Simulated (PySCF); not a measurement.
UHF on Au²⁺ (gold, charge +2)

Configuration: [Xe] 4f14 5d9, 2D determinant. Calculation: PySCF 2.14, in def2-SVP with the def2 core potential (60 electrons) (6s3p2d1f, 32 functions); a scalar-relativistic core potential.

| Quantity | Value |
| --- | --- |
| Total energy | -133.801993 hartree |
| One-electron energy | -224.3851 hartree |
| Hartree (Coulomb) energy | 102.0475 hartree |
| Exchange energy | -11.4644 hartree |
| ⟨S²⟩ | 0.7604 |
| ⟨L²⟩ | 6.050 |
| Sum of ⟨r⟩ | 22.05 bohr |
| Sum of ⟨r²⟩ | 33.35 bohr² |
| Traceless quadrupole moment −½Σ⟨3z² − r²⟩ along its main axis | -0.628 e·bohr² |
| Time after the integrals | 0.18 s of wall time on 1 thread of Neoverse-N1 (shared host) |

```json
{"shell": "5s α", "electrons": "1", "mean orbital energy (hartree)": "-5.52403", "spread (hartree)": "0", "rms radius, mean of both spins (bohr)": "1.01"}
{"shell": "5s β", "electrons": "1", "mean orbital energy (hartree)": "-5.46226", "spread (hartree)": "0", "rms radius, mean of both spins (bohr)": "1.01"}
{"shell": "5p α", "electrons": "3", "mean orbital energy (hartree)": "-3.56434", "spread (hartree)": "0.06253", "rms radius, mean of both spins (bohr)": "1.16"}
{"shell": "5p β", "electrons": "3", "mean orbital energy (hartree)": "-3.48029", "spread (hartree)": "0.03852", "rms radius, mean of both spins (bohr)": "1.16"}
{"shell": "5d α", "electrons": "5", "mean orbital energy (hartree)": "-1.25105", "spread (hartree)": "0.07414", "rms radius, mean of both spins (bohr)": "1.61"}
{"shell": "5d β", "electrons": "4", "mean orbital energy (hartree)": "-1.21087", "spread (hartree)": "0.05047", "rms radius, mean of both spins (bohr)": "1.61"}
```

Energies and moments cover only the electrons outside the core potential. Spin-orbit coupling, absent here, splits the open shell strongly.
